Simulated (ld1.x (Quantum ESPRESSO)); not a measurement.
# What one change does to a pseudopotential (As, ultrasoft)

- Element: As
- Generator: ld1.x (Quantum ESPRESSO) 7.5
- Type: ultrasoft
- Functional: PBEsol
- Relativity: fully relativistic
- Frozen core: [Ar]
- Valence charge: 15
- Reference configuration: 3d10 4s2 4p3
- Partial waves: 4s (bound): rcut 1.20, rcutus 1.55 bohr; 4s channel at -0.05 Ry: rcut 1.20, rcutus 1.55 bohr; 4p (bound): rcut 1.50, rcutus 2.05 bohr; 4p channel at -0.05 Ry: rcut 1.50, rcutus 2.05 bohr; 3d (bound): rcut 0.55, rcutus 0.70 bohr; 3d channel at -2.65 Ry: rcut 0.55, rcutus 0.70 bohr
- Local potential: all-electron potential smoothed inside 1.75 bohr (lloc = -1)
- Core correction: none
- Augmentation charge: built from norm-conserving waves at rcut, not smoothed further

Open shells are filled in proportion to 2j + 1 (rel_dist='average').

All-electron outer shells of the reference configuration (PBEsol, scalar-relativistic, ld1.x):

| shell | level (eV) | outermost node (bohr) | outermost maximum (bohr) |
| --- | --- | --- | --- |
| 3s | -189.91 | 0.25 | 0.52 |
| 3p | -133.47 | 0.22 | 0.52 |
| 3d | -40.64 | – | 0.47 |
| 4s | -14.50 | 0.73 | 1.61 |
| 4p | -5.20 | 0.78 | 1.97 |

Change: waves 4p (bound): rcut 1.50, rcutus 2.86 bohr; 4p channel at -0.05 Ry: rcut 1.50, rcutus 2.86 bohr.

Cutoffs: the cutoffs (Ry, on a coarse ladder) from which the occupation-weighted sum of valence levels, in a spherical-Bessel basis at the reference potential, stays within 10 and 1 mRy of its value at 400 Ry; they do not see the model core or the augmentation charge, which bear on the density cutoff. Errors are all-electron minus pseudo energies relative to the spin-unpolarised reference configuration.

Q: Predict the effect on cutoff, ghosts and configuration errors.

A: Of the 7 tests that both files solve, the error grows in 2 and shrinks in 0 by more than 15 % and 0.3 meV (median size 2.1 → 3.9 meV); neither file shows a bound ghost.

```tsv
quantity	base	changed
cutoff, loose	over 300 Ry	over 300 Ry
cutoff, tight	over 300 Ry	over 300 Ry
loose cutoff by channel (10 mRy a level)	s 12 Ry, p 8 Ry, d 200 Ry	s 12 Ry, p 6 Ry, d 200 Ry
bound ghosts	none	none
error for 3d10 4s2 4p2, meV [ΔE 9.16 eV]	-0.7	-0.7
error for 3d10 4s2 4p1, meV [ΔE 27.11 eV]	-4.4	-3.9
error for 3d10 4s2 4p0, meV [ΔE 54.83 eV]	-11	-11
error for 3d10 4s1 4p4, meV [ΔE 9.42 eV]	+0.4	+0.7
error for 3d10 4s1 4p3, meV [ΔE 19.27 eV]	+1.3	+2.1
error for 3d10 4s1 4p0, meV [ΔE 105.46 eV]	+14	+14
error for 3d10 4s0 4p5, meV [ΔE 19.06 eV]	+2.1	+4.0
lowest overlap eigenvalue by channel	s 0.44, p1/2 0.65, p3/2 0.63, d3/2 1.00, d5/2 1.00	s 0.44, p1/2 0.88, p3/2 0.86, d3/2 1.00, d5/2 1.00
```
